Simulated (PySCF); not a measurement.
Compound: H₈P₂SSi₂.
Bonds: Si1–S2, S2–Si3, Si3–P4, Si3–P5. Hydrogens: H6, H7, H8 on Si1; H9 on Si3; H10, H11 on P4; H12, H13 on P5.

Level of theory: PBE0-D3(BJ)/def2-SVP geometry optimisation, gas phase in PySCF 2.14.0.

Task: What internal coordinates does the optimisation give?

Result: 
```json
{"bond": "Si1–S2", "length (Å)": "2.155"}
{"bond": "S2–Si3", "length (Å)": "2.156"}
{"bond": "Si3–P4, Si3–P5", "length (Å)": "2.264"}
{"bond": "Si1–H6, Si1–H7, Si1–H8", "length (Å)": "1.491"}
{"bond": "Si3–H9", "length (Å)": "1.492"}
{"bond": "P4–H10 and 3 like bonds", "length (Å)": "1.428"}
```

Bonds in one row agree within 0.01 Å and their mean is given. A selection of angles:
```json
{"angle": "S2–Si1–H6", "degrees": "105.5"}
{"angle": "S2–Si1–H7", "degrees": "110.8"}
{"angle": "H6–Si1–H7", "degrees": "109.9"}
{"angle": "Si1–S2–Si3", "degrees": "101.0"}
{"angle": "S2–Si3–P4", "degrees": "115.6"}
{"angle": "S2–Si3–P5", "degrees": "109.8"}
{"angle": "S2–Si3–H9", "degrees": "104.2"}
{"angle": "P4–Si3–P5", "degrees": "105.9"}
{"angle": "P4–Si3–H9", "degrees": "107.6"}
{"angle": "P5–Si3–H9", "degrees": "114.0"}
{"angle": "Si3–P4–H10", "degrees": "93.4"}
{"angle": "H10–P4–H11", "degrees": "94.0"}
```

Dihedral angles: Si1–S2–Si3–P4 -76° (synclinal). The mirror-image conformer, all signs reversed, is as good.

Si1 (SiH3 silicon) is distorted tetrahedral (angles from 105.5° to 111.6°). Si3 (SiH silicon) is distorted tetrahedral (angles from 104.2° to 115.6°). P4 (three-coordinate phosphorus) is pyramidal (angles 94.0°, 93.4° and 93.3°, sum 280.7°, 0.86 Å off the plane of its three neighbours). S2 (sulfur bonded to 2 Si) is bent (angle 101.0°).

Point group: C1 (no symmetry element, even within 0.4 Å). Not checked by PBE0-D3(BJ)/def2-SVP frequencies. One conformer, not necessarily the lowest (Si1–S2–Si3–P4 -76°, S2–Si3–P4–H 51° and -43°, S2–Si3–P5–H 167° and 72°).
